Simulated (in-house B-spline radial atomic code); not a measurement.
Ionisation energies along the 59-electron series, configuration 1s2 2s2 2p6 3s2 3p6 3d10 4s2 4p6 4d10 4f5/2(5) 5s2 5p6, as differences of self-consistent energies. Dirac energy differences include first-order Breit, QED and recoil terms. NIST's values go from ground level to ground level; the uncertainty of those that are theory runs from under 0.1 % in few-electron ions to several per cent in heavy many-electron ones. Computed with an all-electron radial atomic-structure program (B-spline basis): Dirac-Hartree-Fock, jj configuration that fills j = l - 1/2 first, finite nuclei.

A number in brackets counts the electrons of a j subshell.

| ion | configuration after | ionisation energy (eV) | IE/(q+1)² (eV) | -ε less Coulomb ΔSCF (eV) | Breit and QED recoil part (eV) | tabulated value (eV) | tabulated kind | computed minus tabulated (eV) |
| --- | --- | --- | --- | --- | --- | --- | --- | --- |
| Pm2+ | [Xe] 4f5/2(4) | 20.18 | 2.2427 | 4.3022 | 0.10184 | 22.44 | semi-empirical | -2.26 |
| Sm3+ | [Xe] 4f5/2(4) | 39.65 | 2.478 | 4.2879 | 0.12135 | 41.64 | semi-empirical | -1.99 |
| Eu4+ | [Kr] 4d10 4f5/2(5) 5s2 5p1/2(2) 5p3/2(3) | 70.15 | 2.8059 | - | -0.039623 | - | - | - |
